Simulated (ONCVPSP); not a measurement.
## Potentials for Ga (Z = 31) compared

Generated with ld1.x 7.5 (TM, RRKJ, ultrasoft, PAW), atompaw 4.2 or ONCVPSP 4.0.1. The cutoff is in Ry: for ld1.x and atompaw files where the sum of valence levels is converged to 10 mRy in a Bessel basis, for ONCV files where the hardest occupied wave has 1 mHa per electron of residual kinetic energy. The error is the largest all-electron minus pseudo excitation energy over each file’s own four to seven test configurations (ionisations up to +4, promotions, holes and added fractions of an electron), all of which were solved. The labels leave out finer settings (local radius, basis sizes, second energies), which also bear on the numbers. Spin-polarised tests are not counted. The rows are a selection from randomly drawn settings: files with unsolved tests, undetermined cutoffs or missed reference levels are left out.

A true bound ghost makes a file unfit for plane-wave use even where its test errors are small: the radial tests pick states by their node count and pass the ghost by.

| potential | cutoff (Ry) | largest error (meV) | bound ghosts |
| --- | --- | --- | --- |
| ONCV, PBE, scalar-relativistic, rc 1.75/1.25/0.95 (spd), local smoothed, core correction yes, reference 3p6 3d10 4s1 4p2, qcut 3.6/12/17.1, projectors 2/2/2 | 242 | -5.8 | s |
| ONCV, LDA (Perdew-Wang 92), scalar-relativistic, rc 1.60/1.60 (sp), local p, core correction yes, reference 4s2 4p1, qcut 4.5/7, projectors 2/0 | 33 | -118 | s |
| ONCV, LDA (Perdew-Wang 92), fully relativistic, rc 1.80/1.30/1.35 (spd), local smoothed, core correction yes, reference 3p6 3d10 4s1 4p2, qcut 3.6/8.8/9.8, projectors 2/2/2 | 96 | -5.4 | none |

**Question.** Fill in the row for Ga: ONCV, PBE, scalar-relativistic, rc 1.50/2.25/0.65 (spd), local smoothed, core correction yes, reference 3d10 4s1 4p2, qcut 5.3/4.2/14.8, projectors 1/2/2.

**Answer.** cutoff 796 Ry, largest error -278 meV, bound ghosts: s, p.

**Question.** Fill in the row for Ga: ONCV, PBE, scalar-relativistic, rc 1.75/1.40/0.85 (spd), local smoothed, core correction yes, reference 3d10 4s1, qcut 4.5/6.6/14.5, projectors 3/2/1.

**Answer.** cutoff 454 Ry, largest error -62 meV, bound ghosts: s, p.
